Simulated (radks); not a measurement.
Values are calculated unless marked as measured or tabulated.
Coulomb parameter of the 4f shell of the samarium ion Sm+ in the model configuration [Xe] 4f6 6s1, as a second difference U = [E(n + 0.5) + E(n - 0.5) - 2 E(n)] / (0.5)^2 with all orbitals relaxed. "Bare": the charge of the atom changes with n. "Screened": the 6s shell takes up the change at fixed total charge, which measures U(4f,4f) + U(6s,6s) - 2 U(4f,6s). Level of theory: Dirac Kohn-Sham, LDA (Slater exchange, Perdew-Wang correlation), spin-unpolarised, spherical densities, point nucleus; open shells are shared between the two j in proportion to 2j + 1 (a radial shooting solver on a logarithmic mesh with Libxc functionals).

| case | configuration | E - E(n) (eV) |
|---|---|---|
| start | [Xe] 4f6 6s1 | 0.000 |
| bare +0.5 | [Xe] 4f6.5 6s1 | -2.831 |
| bare -0.5 | [Xe] 4f5.5 6s1 | 6.202 |
| screened +0.5 | [Xe] 4f6.5 6s0.5 | 0.538 |
| screened -0.5 | [Xe] 4f5.5 6s1.5 | 0.796 |

U(bare) = 13.485 eV, U(screened by 6s) = 5.340 eV.
